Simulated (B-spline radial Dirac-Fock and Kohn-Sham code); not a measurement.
**Relativistic shifts of the levels of Kr²⁴⁺**

System: krypton as Kr²⁴⁺, configuration [Ne] 3s2.

Both columns are ΔSCF binding energies of the configuration average from a B-spline atomic structure program: non-relativistic Hartree-Fock with a point nucleus, and Dirac-Fock with a finite nucleus and the Coulomb interaction alone, averaged over the two j levels with weights 2j+1.

```csv
shell,Hartree-Fock (eV),Dirac-Fock (eV),shift (eV),shift (%)
1s,15260.0,15523.4,+263.37,+1.73
2s,2967.2,3032.3,+65.09,+2.19
2p,2786.6,2805.6,+19.03,+0.68
3s,1132.5,1150.6,+18.05,+1.59
```

Relativity binds 1s, 2s, 2p, 3s more strongly, among those listed most of all 2s in relative terms.

Values without a named source are computed, but for edge energies of neutral atoms, which are taken from tables.
